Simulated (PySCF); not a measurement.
Start geometry of As3B3H12 ((H2B-mu-AsH2)3) from GFN2-xTB (Å):
```
atom  x, y, z in Å
B1    -1.994    0.249   -0.349
H2    -2.637   -0.477    0.331
H3    -2.848    1.002   -1.032
As4   -0.724    1.465    0.815
B5     0.751    0.640    1.825
H6     1.436    1.527    2.318
H7     0.353   -0.114    2.665
As8    1.812   -0.404    0.418
B9     0.829   -1.754   -0.740
H10    1.553   -2.153   -1.634
H11    0.370   -2.661   -0.092
As12  -0.729   -0.704   -1.537
H13   -0.399    2.647   -0.026
H14   -1.676    2.396    1.725
H15    3.033   -1.024    0.995
H16    2.533    0.590   -0.411
H17   -0.207    0.278   -2.606
H18   -1.512   -1.486   -2.588
```

Problem. What comes out of this run: PBE0-D3(BJ)/def2-SVP geometry optimisation, gas phase in PySCF?

Solution. 
```
atom  x, y, z in Å
B1    -1.9983    0.3511   -0.3755
H2    -2.4863   -0.4811    0.3665
H3    -2.7892    1.0184   -1.0083
As4   -0.8197    1.5325    0.8118
B5     0.7639    0.6785    1.7908
H6     1.4528    1.5240    2.3221
H7     0.2836   -0.1537    2.5376
As8    1.8317   -0.3784    0.3989
B9     0.8277   -1.7055   -0.7952
H10    1.5547   -2.1581   -1.6543
H11    0.3326   -2.5206   -0.0394
As12  -0.7440   -0.6845   -1.6207
H13   -0.3591    2.7476    0.0391
H14   -1.6960    2.2190    1.8266
H15    2.9470   -1.1084    1.1007
H16    2.6600    0.5604   -0.4486
H17   -0.2513    0.2168   -2.7303
H18   -1.5665   -1.6410   -2.4441
```

The energy falls by 0.606 eV over 8 energy and gradient evaluations, the largest force component goes from 0.0617 to 1.9e-04 Eh/bohr, and the atoms move by 0.126 Å rms after alignment. The bond that changes most is B1–H3 (ends: boron bonded to 2 As and 2 H; hydrogen on boron), which shortens by 0.115 Å. Bonds longer at the end by more than 0.005 Å: 10 of 18; shorter: 6. Among the angles that change most is H13–As4–H14, from 89.4° to 98.9°. Among the dihedrals that turn most is As4–B1–As12–H18, from -172° to 176°. Rotational constants go from 979.9, 954.0, 509.0 to 929.6, 926.6, 487.1 MHz. The orientation of the end geometry is arbitrary; only internal coordinates are fixed.

The run used 198 basis functions and 48 SCF cycles in all.

No frequency check. The numbers are those of one conformer.
